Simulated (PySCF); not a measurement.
# Worked example: oscillator strength and radiative lifetime

BH3N, SMILES B=[NH2+], charge +1.

Geometry optimised at TPSSh-D3(BJ)/def2-TZVP. The isomer is the one that the SMILES or the coordinates give; other isomers of the formula were not compared.

PySCF 2.14.0 with TDA-LC-ωPBE/def2-TZVPD puts the first singlet state with f over 0.02 at 9.47 eV (vertical), with the transition dipole (0.000, -0.467, 0.000) in atomic units.

### Question
Find the oscillator strength, the wavelength and the radiative lifetime that this transition would have in vacuum if emission retraced absorption.

### Answer

|μ|² = 0.2181 au, so |μ| = 1.19 D. ΔE = 9.47/27.211 = 0.3480 hartree. f = (2/3) ΔE |μ|² = 0.051 (the program prints 0.051).
λ = 1239.84/9.47 = 131 nm; ν = 76381 cm⁻¹.
Einstein's coefficient A = 0.6670 ν² f s⁻¹ (ν in cm⁻¹) = 2.0e8 s⁻¹, so τ = 1/A = 5.1 ns. This state is S2; the lower singlet has f = 0.000. The figure is the radiative limit of this one transition; relaxation, internal conversion, crossing to triplets and a medium change what is measured.
